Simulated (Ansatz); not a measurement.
`CB(C)[SiH2]F` + NH₃ → `CB(C)[SiH2]N` + H–F at 700 K and 1 bar (ligand exchange at the Si–F bond).

Calculated with Ansatz (gas phase, PBE0-D4/def2-TZVP geometries, no zero-point term in ΔE). CCSD(T)/CBS adds triple-zeta CCSD(T) − MP2 to the extrapolated MP2 energy (def2 sets, frozen cores). This one scheme is used for every species. Each species was taken in one conformer, which may not be the lowest.

| species | CCSD(T)/CBS energy (Eh) | H − E (kJ/mol) | S (J/(mol·K)) |
| --- | --- | --- | --- |
| `CB(C)[SiH2]F` | -494.64628 | 344.5 | 509.7 |
| NH₃ | -56.50880 | 116.9 | 226.5 |
| `CB(C)[SiH2]N` | -450.72438 | 416.8 | 554.8 |
| H–F | -100.39570 | 45.2 | 198.5 |

H − E and S are ideal-gas, rigid-rotor, harmonic terms from PBE0-D4/def2-TZVP, for one conformer and one mirror image of each species. 1 Eh = 2625.50 kJ/mol, R = 8.31446 J/(mol·K).

Question: By hand: ΔE, ΔH, ΔS and ΔG.

Answer: ΔE = (-450.72438) + (-100.39570) − (-494.64628) − (-56.50880) = 0.03500 Eh = 91.9 kJ/mol. Δ(H − E) = 416.8 + 45.2 − 344.5 − 116.9 = 0.6, so ΔH = 92.5 kJ/mol. ΔS = 554.8 + 198.5 − 509.7 − 226.5 = 17.1 J/(mol·K). ΔG = 92.5 − 700 × (17.1)/1000 = 80.5 kJ/mol.

Question: By hand: the equilibrium constant, and the temperature at which ΔG would vanish if ΔH and ΔS stayed fixed.

Answer: log₁₀ K = −ΔG/(RT ln 10) = -6.0. ΔG = 0 at ΔH/ΔS = 5409 K, far beyond where these terms or the molecules hold.

ΔH outweighs TΔS. A doubt of 5 kJ/mol in ΔE shifts log₁₀ K by 0.4 here. Other conformers and mirror images would add mixing entropy, several J/(mol·K) or more a flexible species. Modes under 60 cm⁻¹, often nearly free rotors, make the harmonic entropy too high. These are equilibria of isolated gas molecules and say nothing of rates. Largest T1 diagnostic: 0.011 (customary marks: 0.02 for closed shells, 0.045 for open ones).
